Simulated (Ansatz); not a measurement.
Ansatz (an electronic-structure program) input (CCSD(T)/aug-cc-pV(D+d)Z):
A basis named .json is the Basis Set Exchange file of that set.

Ansatz 0.2 input:
```yaml
crystal:
  periodic: [false, false, false]
  atoms:
    - {symbol: S, position_ang: [0.99284409, -0.46476956, 0.00704070]}
    - {symbol: S, position_ang: [-0.88384757, 0.49897825, -0.00585391]}
    - {symbol: H, position_ang: [-1.74394422, -0.54733919, -0.01898866]}
basis:
  gaussian:
    orbitals: aug-cc-pV_D+d_Z.json
total_charge: -1
magnetization: {spin_polarized: false}
correlation: {method: ccsd_t, electrons: outside_noble_gas}
output: {forces: true}
```

Output:

```
Functional definition: HF
integrals: 0.05 GiB planned
708 factors; integrals over basis functions are off by at most 6.7e-4 eV
mean field: 0.18 GiB planned
mean field evaluation 1: about -21650.1381 eV, gradient 2.0e1 eV
mean field evaluation 2: about -21650.1822 eV, gradient 2.1e1 eV
mean field evaluation 4: about -21651.6224 eV, gradient 1.7e0 eV
mean field evaluation 8: about -21651.6486 eV, gradient 1.9e-1 eV
mean field evaluation 16: about -21651.2461 eV, gradient 1.1e1 eV
mean field evaluation 32: about -21651.6489 eV, gradient 4.9e-6 eV
mean field evaluation 64: about -21644.4629 eV, gradient 1.3e0 eV
mean field -21651.64890506 eV, -795.6834212461 hartree, gradient 4.9e-6 eV, S^2 0.000000; 1 other end points of the search recorded, 0 dependent functions left out
10 core orbitals not correlated
reference -21651.64890506 eV, -795.6834212461 hartree; 7, 7 occupied and 56, 56 virtual orbitals, 708 factors
densities: 0.20 GiB planned
second order -8.05343563 eV of doubles, -0.00000000 eV of singles
coupled cluster: 0.16 GiB planned
cycle   1  -8.58635949 eV  change   -5.3e-1 eV  update   7.5e-2
cycle   2  -8.82965263 eV  change   -2.4e-1 eV  update   2.3e-2
cycle   3  -8.87282209 eV  change   -4.3e-2 eV  update   9.9e-3
cycle   4  -8.87099322 eV  change    1.8e-3 eV  update   2.7e-3
cycle   5  -8.87013778 eV  change    8.6e-4 eV  update   1.2e-3
cycle   6  -8.86993618 eV  change    2.0e-4 eV  update   5.8e-4
cycle   7  -8.86995091 eV  change   -1.5e-5 eV  update   2.7e-4
cycle   8  -8.87002480 eV  change   -7.4e-5 eV  update   1.2e-4
cycle   9  -8.87004102 eV  change   -1.6e-5 eV  update   4.2e-5
cycle  10  -8.87002657 eV  change    1.4e-5 eV  update   1.9e-5
cycle  11  -8.87002817 eV  change   -1.6e-6 eV  update   7.8e-6
cycle  12  -8.87003013 eV  change   -2.0e-6 eV  update   3.5e-6
perturbative correction -0.35151952 eV, -0.0129181040 hartree
the calculation of the forces begins
Total energy: -21660.87045470 eV, -796.0223069450 hartree
Atom 0 at     0.992844    -0.464770     0.007041 Å, force     0.297131    -0.181024     0.001903 eV/Å
Atom 1 at    -0.883848     0.498978    -0.005854 Å, force    -0.249265     0.301295    -0.000871 eV/Å
Atom 2 at    -1.743944    -0.547339    -0.018989 Å, force    -0.047866    -0.120271    -0.001032 eV/Å
Dipole moment:    -0.538727     0.091338    -0.004601 e Å
```
